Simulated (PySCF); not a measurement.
Screening by computed properties: pick the candidate that meets the target.

Each SMILES stands for a single optimised conformer of the isolated species, non-relativistic unless stated; the electronic structure was computed with PySCF and density fitting.

Dipoles, sizes and rotational constants follow the conformer. The torsions of the flexible species, by atom-mapped SMILES:
- `[CH3:1][P@:2](=[O:3])([CH2:4][C:5]([F:6])([F:7])[F:8])[CH:9]1[CH2:10][CH2:11]1`: C1–P2–C4–C5 -41°, P2–C4–C5–F6 74°, C1–P2–C9–C10 -98°
- `[CH:1]#[C:2][Si@@H:3]([C:4]#[C:5][SiH3:6])[O:7][CH3:8]`: C2–Si3–O7–C8 -61°
- `[CH:1]#[C:2][C@@H:3]([CH2:4][Cl:5])[CH2:6][C:7]#[N:8]`: C2–C3–C4–Cl5 60°, C2–C3–C6–C7 173°
- `[CH3:1][O:2][c:3]1[cH:4][c:5]([CH3:6])[cH:7][c:8]([Cl:9])[p:10]1`: C1–O2–C3–C4 180°

**Question.** Wanted: HOMO–LUMO gap above 8 eV (PBE0/pcSseg-1) and dipole moment below 3 D (PBE0/pcSseg-1), at GFN2-xTB geometries. Which candidate meets both?
A. `COC1=CC(C)=CC(Cl)=P1`
B. `C(Cl)[C@H](C#C)CC#N`
C. `C[P@](=O)(CC(F)(F)F)C1CC1`
D. `C#C[Si@@H](C#C[SiH3])OC`

**Answer.** C. Computed values:
```
                  species  HOMO–LUMO gap  dipole moment
     COC1=CC(C)=CC(Cl)=P1        5.28 eV         2.30 D
  C#C[Si@@H](C#C[SiH3])OC        7.07 eV         1.65 D
      C(Cl)[C@H](C#C)CC#N        8.62 eV         3.39 D
C[P@](=O)(CC(F)(F)F)C1CC1        9.06 eV         2.10 D
```
